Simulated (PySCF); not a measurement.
# C₆ coefficients of unlike pairs at PBE0

Calculated with PySCF 2.14 from the dipole response of each species, C₆(A,B) = (3/π) ∫ α_A(iu) α_B(iu) du, in atomic units, from isotropic polarisabilities. For ions this is the dispersion term alone; charge-induced terms of lower order in 1/R come first.

| species | configuration | basis | relativity | α (bohr³) | C₆ (like pair) |
| --- | --- | --- | --- | --- | --- |
| Ar+ | [Ne] 3s2 3p5 (2P) | aug-cc-pV(T+d)Z (6s5p4d2f) | none | 6.945 | 31.38 |
| Cl+ | [Ne] 3s2 3p4 (3P) | def2-TZVPPD (6s6p4d1f) | none | 8.659 | 40.87 |
| Al(3+) | [Ne] (1S) | dyall-acv3z (19s12p6d4f) | none | 0.2773 | 0.2583 |
| Sn(2+) | [Kr] 4d10 5s2 (1S) | def2-QZVPPD with the def2 core potential (28 electrons) (8s6p5d4f1g) | core potential | 15.39 | 86.39 |

Question: Estimate C₆ for Al(3+) with Cl+.

Answer: The integral gives 2.320. The combination rule 2 C_A C_B / (C_A α_B/α_A + C_B α_A/α_B) gives 2.252 and the geometric mean 3.249.

No spin-orbit coupling is included.

The other pairs:

```
          pair     C₆
Sn(2+), Al(3+)  3.336
      Cl+, Ar+  35.68
   Sn(2+), Ar+  50.86
   Sn(2+), Cl+  58.66
   Al(3+), Ar+  2.148
```
